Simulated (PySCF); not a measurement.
W(NH)(F)(Cl)3 (Cl3FHNW), SMILES [NH]=[W]([F])([Cl])([Cl])[Cl], multiplicity 1.

The structure is a stationary point at PBE0-D3(BJ)/def2-SVP. The spin state was assumed, not searched. The structure was generated by enumeration; whether it is a known compound was not checked. The def2 effective core potentials stand for the cores of W; spin–orbit coupling is left out.

Vertical ionisation energy (IE) and electron affinity (EA) in eV. Rows of orbital energies are one-electron estimates. Where ΔSCF, EOM or ADC give a negative EA the extra electron is unbound and the value depends on the basis.

```
level                                              IE    EA
-----------------------------------------------  ----  ----
−ε(HOMO), −ε(LUMO), CAM-B3LYP/def2-TZVP (PySCF)  9.91  2.48
−ε(HOMO), −ε(LUMO), PBE/def2-TZVP (PySCF)        7.27  4.12
```
